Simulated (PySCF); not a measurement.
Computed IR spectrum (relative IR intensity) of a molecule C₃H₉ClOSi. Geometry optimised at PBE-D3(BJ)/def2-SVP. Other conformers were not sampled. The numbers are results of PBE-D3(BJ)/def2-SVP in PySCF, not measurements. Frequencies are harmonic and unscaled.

Lines under 2 % of the strongest are left out, and lines within 2 cm⁻¹ are merged.

| ν (cm⁻¹) | relative intensity |
|---|---|
| 323 | 53 |
| 345 | 12 |
| 467 | 4.6 |
| 539 | 34 |
| 649 | 10 |
| 669 | 9.3 |
| 753 | 5.2 |
| 835 | 100 |
| 863 | 8.9 |
| 881 | 19 |
| 923 | 40 |
| 981 | 16 |
| 1023 | 6.1 |
| 1099 | 41 |
| 1220 | 5.3 |
| 1316 | 6.6 |
| 1361 | 11 |
| 1369 | 12 |
| 2160 | 45 |
| 2179 | 45 |
| 2909 | 31 |
| 2943 | 19 |
| 2984 | 2.4 |
| 2991 | 7.1 |
| 3005 | 21 |
| 3692 | 9.2 |

**Question.** Which molecule gave these data?
A. CO[C@@H](C)[SiH2]Cl
B. C[Si@H](O)CCCl
C. CCO[Si@@H](C)Cl
D. OCCC[SiH2]Cl

**Answer.** D, OCCC[SiH2]Cl
